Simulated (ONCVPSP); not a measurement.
W (Z = 74), ONCV: configuration errors across variants

tungsten, optimised norm-conserving Vanderbilt (ONCV), made with ONCVPSP 4.0.1 (PBE, scalar-relativistic). Core [Kr] 4d10 4f14, reference 5s2 5p6 5d4 6s2. Waves: 5s+6s: rc 1.95 bohr, ncon 4, nbas 9, qcut 6.9 1/bohr, 2 projectors; 5p: rc 1.85 bohr, ncon 4, nbas 7, qcut 9.2 1/bohr, 2 projectors, debl 1 Ha; 5d: rc 2.25 bohr, ncon 4, nbas 8, qcut 6 1/bohr, 1 projector; f scattering state at 0.24 Ha: rc 1.85 bohr, ncon 4, nbas 8, qcut 7 1/bohr, local. Local part: the f channel. Core correction: none.

In the p channel the program set the typed energies aside and used -1.588, 0.250 Ha.

All-electron excitation energies from the reference (eV): (1) 5s2 5p6 5d4 6s1 8.883; (2) 5s2 5p6 5d4 6s0 24.563; (3) 5s2 5p6 5d3 6s0 49.945; (4) 5s2 5p6 5d4.5 6s1.5 0.695.

1 further variants failed, have other tests or too few solved ones, and are left out.

A true bound ghost makes a file unfit for plane-wave use even where its test errors are small: the radial tests pick states by their node count and pass the ghost by.

Errors AE − PS in meV (a dash: test not solved or not reliable):

| change | (1) | (2) | (3) | (4) | bound ghosts | GHOST(+) flags above zero |
| --- | --- | --- | --- | --- | --- | --- |
| base | -2.7 | -6.6 | -43 | -3.9 | none | s, d |
| s: qcut 9.5 | -2.4 | -3.1 | -41 | -3.5 | none | d |
| p: qcut 7.1 | -2.7 | -6.7 | -42 | -3.9 | none | s, d |
| f: nproj 1; local potential polynomial inside 1.85 bohr (lpopt 5, dvloc0 0 Ha) | -2.7 | -3.2 | -1.9 | -2.5 | none | f |
| s: qcut 8.1; p: qcut 10.7; d: qcut 7; f: qcut 8.2 | -3.1 | -4.9 | -37 | -4.0 | s | d |

Task: Give the same row for: core correction Teter function, fcfact 4.5, rcfact 1.25.

Result: -3.2, -10.0, -46, -4.1; bound ghosts: none; GHOST(+) flags above zero: s, d.
